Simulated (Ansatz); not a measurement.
Species: NaOH, charge 0, triplet. This triplet is an excited state, 3.3 eV above the singlet at CCSD(T)/def2-QZVPP (Ansatz, a program for electronic structure). NaOH (parent SMILES [OH][Na], triplet).
B3LYP-D3(BJ)/def2-TZVP minimum from Ansatz:
```xyz
3

Na    -0.9453    -0.3741    -0.7251
O      1.1590     0.3483     0.8812
H      1.1264     1.3288     0.9262
```
Charge 0, spin multiplicity 3.

Total energies in def2-TZVPP, 8 correlated electrons, 6 frozen orbitals. Radicals and triplets start from unrestricted determinants; spin-orbit coupling is neglected. Cores are frozen in correlated methods. No relativity. The spin of HNaO (parent SMILES [OH][Na], triplet) was assumed, and the state is the lowest solution found for it.

```tsv
method	program	energy (Eh)	minus CCSDT(Q) (mEh)
HF	Ansatz	-237.27650	220.75
MP2	Ansatz	-237.47713	20.12
CCSD	Ansatz	-237.49131	5.94
CCSD(T)	Ansatz	-237.49665	0.59
CCSDT(Q)	Ansatz	-237.49725	0.00
```

Rough core times of Ansatz's runs on a shared machine: CCSD(T) 60 s, CCSDT(Q) 3 min.
